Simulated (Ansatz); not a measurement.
Total energies of MgB6 from Ansatz at PBE-D4/def2-TZVP, gas phase (1 Eh = 27.2114 eV = 2625.5 kJ/mol). The reference geometry is relaxed at PBE0-D4/def2-SVP.

Cartesian coordinates in Å:
```
Mg -0.5394 -1.5677 -2.5703
B -1.0943 0.4074 1.2241
B 0.3869 0.0922 -1.6402
B 1.1734 -0.1350 -0.3333
B -0.1468 0.7011 2.3818
B -0.5062 0.2840 -0.2556
B 0.7265 0.2180 1.1934
```

```tsv
state	geometry	energy (Eh)
charge 0 singlet	reference	-348.61683
charge 1 doublet	reference	-348.35754
free Mg atom (singlet)	–	-199.94297
free B atom (doublet)	–	-24.61008
```

(1) Work out the vertical ionisation energy to the doublet.

(2) What is the binding energy per atom against free atoms?

(1) E(charge 1 doublet) − E(charge 0 singlet) = -348.35754 − (-348.61683) = 0.25929 Eh = 7.06 eV. For comparison, −ε of the highest occupied level is 4.86 eV at this level, 2.20 eV less.

(2) Atoms: 1 × (-199.94297) + 6 × (-24.61008) = -347.60345 Eh. Binding: -347.60345 − (-348.61683) = 1.01338 Eh = 27.58 eV, or 3.94 eV for each of 7 atoms (no zero-point energy, no counterpoise term).

The restricted singlet is unstable towards broken spin symmetry in Hartree–Fock (as tested in another run); at PBE-D4/def2-TZVP this wasn't settled. 

The structure comes from a short search, and lower isomers may exist.
